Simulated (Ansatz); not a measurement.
Pb2Se3. The state is a singlet with charge 0. Geometry PBE-D4/def2-SVP.

```xyz
5

Pb    0.842   -0.086    1.638
Pb   -0.489    0.748   -1.613
Se    0.229   -1.889   -0.578
Se   -1.713   -0.895    0.471
Se    1.131    2.121    0.081
```

In the def2 sets Pb takes a core potential; there is no spin–orbit coupling. The structure comes from a short search, and lower isomers may exist.

Task: Estimate the orbital energies around the gap (eV) in Ansatz with PBE-D4/def2-TZVP, r2SCAN-D4/def2-TZVP, B97M-V/def2-TZVP, PBE0-D4/def2-SVP, PBE0-D4/def2-TZVP.

Result: 
```json
{"orbital": "HOMO−5", "PBE-D4/def2-TZVP": "-7.34", "r2SCAN-D4/def2-TZVP": "-7.65", "B97M-V/def2-TZVP": "-7.51", "PBE0-D4/def2-SVP": "-8.37", "PBE0-D4/def2-TZVP": "-8.38"}
{"orbital": "HOMO−4", "PBE-D4/def2-TZVP": "-6.25", "r2SCAN-D4/def2-TZVP": "-6.51", "B97M-V/def2-TZVP": "-6.43", "PBE0-D4/def2-SVP": "-7.27", "PBE0-D4/def2-TZVP": "-7.28"}
{"orbital": "HOMO−3", "PBE-D4/def2-TZVP": "-6.15", "r2SCAN-D4/def2-TZVP": "-6.42", "B97M-V/def2-TZVP": "-6.30", "PBE0-D4/def2-SVP": "-7.10", "PBE0-D4/def2-TZVP": "-7.11"}
{"orbital": "HOMO−2", "PBE-D4/def2-TZVP": "-5.89", "r2SCAN-D4/def2-TZVP": "-6.13", "B97M-V/def2-TZVP": "-6.08", "PBE0-D4/def2-SVP": "-6.81", "PBE0-D4/def2-TZVP": "-6.83"}
{"orbital": "HOMO−1", "PBE-D4/def2-TZVP": "-5.56", "r2SCAN-D4/def2-TZVP": "-5.81", "B97M-V/def2-TZVP": "-5.69", "PBE0-D4/def2-SVP": "-6.43", "PBE0-D4/def2-TZVP": "-6.46"}
{"orbital": "HOMO", "PBE-D4/def2-TZVP": "-5.04", "r2SCAN-D4/def2-TZVP": "-5.28", "B97M-V/def2-TZVP": "-5.27", "PBE0-D4/def2-SVP": "-5.94", "PBE0-D4/def2-TZVP": "-6.00"}
{"orbital": "LUMO", "PBE-D4/def2-TZVP": "-2.78", "r2SCAN-D4/def2-TZVP": "-2.68", "B97M-V/def2-TZVP": "-2.44", "PBE0-D4/def2-SVP": "-1.87", "PBE0-D4/def2-TZVP": "-1.92"}
{"orbital": "LUMO+1", "PBE-D4/def2-TZVP": "-2.51", "r2SCAN-D4/def2-TZVP": "-2.43", "B97M-V/def2-TZVP": "-2.42", "PBE0-D4/def2-SVP": "-1.80", "PBE0-D4/def2-TZVP": "-1.89"}
{"orbital": "LUMO+2", "PBE-D4/def2-TZVP": "-2.28", "r2SCAN-D4/def2-TZVP": "-2.12", "B97M-V/def2-TZVP": "-2.14", "PBE0-D4/def2-SVP": "-1.58", "PBE0-D4/def2-TZVP": "-1.64"}
{"orbital": "LUMO+3", "PBE-D4/def2-TZVP": "-2.23", "r2SCAN-D4/def2-TZVP": "-2.06", "B97M-V/def2-TZVP": "-2.07", "PBE0-D4/def2-SVP": "-1.55", "PBE0-D4/def2-TZVP": "-1.64"}
{"orbital": "LUMO+4", "PBE-D4/def2-TZVP": "-2.10", "r2SCAN-D4/def2-TZVP": "-1.88", "B97M-V/def2-TZVP": "-1.95", "PBE0-D4/def2-SVP": "-1.36", "PBE0-D4/def2-TZVP": "-1.50"}
{"orbital": "LUMO+5", "PBE-D4/def2-TZVP": "-1.34", "r2SCAN-D4/def2-TZVP": "-1.08", "B97M-V/def2-TZVP": "-1.10", "PBE0-D4/def2-SVP": "-0.50", "PBE0-D4/def2-TZVP": "-0.66"}
```
